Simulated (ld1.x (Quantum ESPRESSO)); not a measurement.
# niobium (Nb): excitation energies, all-electron against PAW

ld1.x (Quantum ESPRESSO) 7.5 input, shortened:

```
&input
   title='Nb', zed=41., rel=0, dft='PZ', iswitch=3,
   config='[Kr] 4d4 5s1 5p0'
 /
 &inputp
   pseudotype=3, lpaw=.true., tm=.true., lloc=-2, rcloc=1.90,
   nlcc=.true., rcore=1.60,
   which_augfun='BESSEL', rmatch_augfun=1.55
 /
6
4S  1  0   2.00   0.00  1.70  2.00  0.0
5S  2  0   1.00   0.00  1.70  2.00  0.0
4P  2  1   6.00   0.00  2.05  2.45  0.0
5P  3  1   0.00   0.00  2.05  2.45  0.0
4D  3  2   4.00   0.00  1.60  1.80  0.0
4D  3  2   0.00   0.90  1.60  1.80  0.0
 &test
   configts(1)='4s2 4p6 4d4 5s1 5p0'
 /
```

Energies are relative to the spin-unpolarised reference configuration 4s2 4p6 4d4 5s1 5p0; without spin polarisation the order of configurations can differ from experiment. Spin-polarised rows fill each open shell by Hund’s rule, majority spin first. Not all tests gave a result: 1 of 9 tests not solved or not reliable. Left out of the table: 4s2 4p6 4d1 5s0 5p0 (solver errors, printed error -627 eV).

**Question.** Give the all-electron excitation energy and the error of the potential for: 4s2 4p6 4d4 5s0 5p0; 4s2 4p6 4d3 5s0 5p0; 4s2 4p6 4d2 5s0 5p0; 4s2 4p6 4d3 5s1 5p0; 4s2 4p6 4d4 5s0.5 5p0; 4s2 4p5 4d4 5s1 5p0; 4s2 4p6 4d4 5s1 5p0 (spin-polarised); 4s2 4p6 4d4 5s0 5p0 (spin-polarised).

**Answer.**

| valence configuration | charge | ΔE all-electron (eV) | error AE − PS (meV) |
| --- | --- | --- | --- |
| 4s2 4p6 4d4 5s0 5p0 | +1 | 6.579 | 0.0 |
| 4s2 4p6 4d3 5s0 5p0 | +2 | 21.057 | +0.6 |
| 4s2 4p6 4d2 5s0 5p0 | +3 | 46.327 | +0.8 |
| 4s2 4p6 4d3 5s1 5p0 | +1 | 7.484 | +0.1 |
| 4s2 4p6 4d4 5s0.5 5p0 | +0.5 | 2.615 | 0.0 |
| 4s2 4p5 4d4 5s1 5p0 | +1 | 39.313 | +7.7 |
| 4s2 4p6 4d4 5s1 5p0 (spin-polarised) | 0 | -2.577 | -2.1 |
| 4s2 4p6 4d4 5s0 5p0 (spin-polarised) | +1 | 4.463 | -2.0 |
